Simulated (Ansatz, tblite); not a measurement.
Cost and result up the ladder for `FC(F)(F)c1cnc(-c2cnc(-c3cnc(-c4cnc(C(F)(F)F)s4)s3)s2)s1` (32 atoms). The state is a singlet with charge 0. Geometry: r2SCAN-D4/def2-SVP.

```xyz
32

F     2.549   -5.557   -6.177
C     2.500   -4.247   -6.473
F     3.709   -3.881   -6.923
F     1.624   -4.110   -7.483
C     2.118   -3.423   -5.290
C     2.850   -2.422   -4.689
N     2.267   -1.827   -3.618
C     1.085   -2.346   -3.368
C     0.225   -1.924   -2.295
C    -1.034   -2.381   -1.919
N    -1.597   -1.777   -0.854
C    -0.806   -0.839   -0.366
C    -1.162   -0.037    0.775
C    -2.344   -0.123    1.507
N    -2.465    0.731    2.543
C    -1.408    1.506    2.659
C    -1.274    2.512    3.684
C    -2.208    2.813    4.669
N    -1.859    3.804    5.526
C    -0.683    4.279    5.236
C    -0.004    5.390    5.994
F    -0.756    5.808    7.004
F     1.181    4.981    6.481
F     0.247    6.435    5.186
S     0.111    3.541    3.867
S    -0.160    1.206    1.456
S     0.714   -0.648   -1.223
S     0.611   -3.635   -4.470
H     3.838   -2.105   -5.028
H    -1.569   -3.184   -2.436
H    -3.134   -0.838    1.268
H    -3.166    2.297    4.761
```

Ansatz on 2 threads of AMD EPYC 7R13 on a shared host and a share (18 GiB) of an NVIDIA H100 80GB HBM3; xTB runs through tblite on one thread. Times are rough, summed over both states, and most runs start from the orbitals of an earlier one. PBE0-D4/def2-TZVP serves as the yardstick here, not as an exact answer. The other state is a triplet.

The xTB rows come from tblite. Single mean-field runs in def2-TZVP are fitted with def2-universal-jkfit.

xTB has no spin-polarisation term.

```csv
level,functions,vertical triplet (eV),difference from PBE0-D4/def2-TZVP (eV)
GFN1-xTB,140,1.85,-0.11
PBE-D4/def2-TZVP,916,1.77,-0.20
GFN2-xTB,136,1.88,-0.09
PBE0-D4/def2-TZVP (with forces),916,1.97,0.00
```

Problem. Estimate how long each takes.

Solution. GFN1-xTB 0.23 s; GFN2-xTB 0.24 s; PBE0-D4/def2-TZVP (with forces) 32 s; PBE-D4/def2-TZVP 34 s. On shared hardware such times vary by a factor of up to 3.
